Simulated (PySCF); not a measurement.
C₆ coefficients of unlike pairs at PW91

Calculated with PySCF 2.14 from the dipole response of each species, C₆(A,B) = (3/π) ∫ α_A(iu) α_B(iu) du, in atomic units, from isotropic polarisabilities. For ions this is the dispersion term alone; charge-induced terms of lower order in 1/R come first.

```csv
species,configuration,basis,relativity,α (bohr³),C₆ (like pair)
In(2+),[Kr] 4d10 5s1 (2S),aug-cc-pwCVTZ-DK3 (10s9p7d4f1g),spin-free X2C,13.19,63.51
Cu(2+),[Ar] 3d9 (2D),aug-cc-pwCVTZ-DK (10s9p7d4f3g),spin-free X2C,3.122,8.568
C(3+),[He] 2s1 (2S),dyall-acv3z (15s9p4d2f),none,3.135,2.480
Xe(2+),[Kr] 4d10 5s2 5p4 (3P),"aug-cc-pVTZ-PP with one added diffuse shell each of d, f type with ECP28MDF (6s5p5d3f)",core potential,12.86,89.10
```

Task: Estimate C₆ for Cu(2+) with In(2+).

Result: The integral gives 22.18. The combination rule 2 C_A C_B / (C_A α_B/α_A + C_B α_A/α_B) gives 21.25 and the geometric mean 23.33.

No spin-orbit coupling is included.

The other pairs:

```
          pair     C₆
 Xe(2+), C(3+)  14.02
Xe(2+), In(2+)  74.33
Xe(2+), Cu(2+)  26.27
 C(3+), In(2+)  12.10
 C(3+), Cu(2+)  3.856
```
